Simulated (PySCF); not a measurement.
Calculation: CAM-B3LYP-D3(BJ)/def2-TZVP run with PySCF 2.14.0. All species are isolated molecules in the gas phase. Delta-SCF ions had no search for a lower state. 

Reference species (SMILES): `[F][AlH2]` (neutral, multiplicity 1).

- HOMO–LUMO gap: 9.76 eV
- vertical ionisation energy (Delta-SCF): 11.64 eV

Changed species: `[F][AlH][F]` (2 of 3 H replaced by F; the reference has 1 of 3 H replaced by F).

Task: Predict the effect on the HOMO–LUMO gap and vertical ionisation energy (Delta-SCF).

Result: the HOMO–LUMO gap goes up by 1.86 eV, to 11.62 eV; the vertical ionisation energy (Delta-SCF) increases by 1.59 eV, to 13.23 eV.
